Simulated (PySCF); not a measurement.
Isomers of C8H4F4O, mass 192.020 u with the commonest isotopes. Method used: PBE0/pcSseg-1 in PySCF (dipole) on a GFN2-xTB geometry, gas phase. One conformer each, none proved a minimum here; rigid rotors.

Question: Order these by rotational constant B, largest first.
A. `[O:1]=[C:2]([F:3])[c:4]1[cH:5][cH:6][c:7]([C:8]([F:9])([F:10])[F:11])[cH:12][cH:13]1` with O1–C2–C4–C5 0° (4-(trifluoromethyl)benzoyl fluoride)
B. `[O:1]=[C:2]([F:3])[c:4]1[cH:5][cH:6][cH:7][c:8]([C:9]([F:10])([F:11])[F:12])[cH:13]1` with O1–C2–C4–C5 0°
C. `[O:1]=[C:2]([F:3])[c:4]1[cH:5][cH:6][cH:7][cH:8][c:9]1[C:10]([F:11])([F:12])[F:13]` with O1–C2–C4–C5 180°

Answer: C (853.2 MHz), B (477.5 MHz), A (369.3 MHz).

Question: Order these by rotational constant A, smallest first.
A. `[O:1]=[C:2]([F:3])[c:4]1[cH:5][cH:6][cH:7][cH:8][c:9]1[C:10]([F:11])([F:12])[F:13]` with O1–C2–C4–C5 180°
B. `[O:1]=[C:2]([F:3])[c:4]1[cH:5][cH:6][cH:7][c:8]([C:9]([F:10])([F:11])[F:12])[cH:13]1` with O1–C2–C4–C5 0°
C. `[O:1]=[C:2]([F:3])[c:4]1[cH:5][cH:6][c:7]([C:8]([F:9])([F:10])[F:11])[cH:12][cH:13]1` with O1–C2–C4–C5 0°

Answer: A (1012 MHz), B (1513 MHz), C (2308 MHz).

Question: Order these by dipole moment, largest first.
A. `[O:1]=[C:2]([F:3])[c:4]1[cH:5][cH:6][cH:7][c:8]([C:9]([F:10])([F:11])[F:12])[cH:13]1` with O1–C2–C4–C5 0°
B. `[O:1]=[C:2]([F:3])[c:4]1[cH:5][cH:6][c:7]([C:8]([F:9])([F:10])[F:11])[cH:12][cH:13]1` with O1–C2–C4–C5 0° (4-(trifluoromethyl)benzoyl fluoride)
C. `[O:1]=[C:2]([F:3])[c:4]1[cH:5][cH:6][cH:7][cH:8][c:9]1[C:10]([F:11])([F:12])[F:13]` with O1–C2–C4–C5 180°

Answer: C (5.59 D), A (3.13 D), B (1.19 D).

| SMILES | point group | Ia (u·Å²) | Ib (u·Å²) | Ic (u·Å²) | κ | μa (D) | μb (D) | μc (D) |
| --- | --- | --- | --- | --- | --- | --- | --- | --- |
| O=C(F)c1cccc(C(F)(F)F)c1 | near Cs | 333.96 | 1058.39 | 1304.54 | -0.84 | 1.11 | 2.93 | 0.01 |
| O=C(F)c1ccccc1C(F)(F)F | Cs | 499.53 | 592.37 | 1002.52 | 0.38 | 3.06 | 4.68 | 0.00 |
| O=C(F)c1ccc(C(F)(F)F)cc1 | C1 | 219.02 | 1368.65 | 1499.84 | -0.97 | 1.05 | 0.55 | 0.08 |
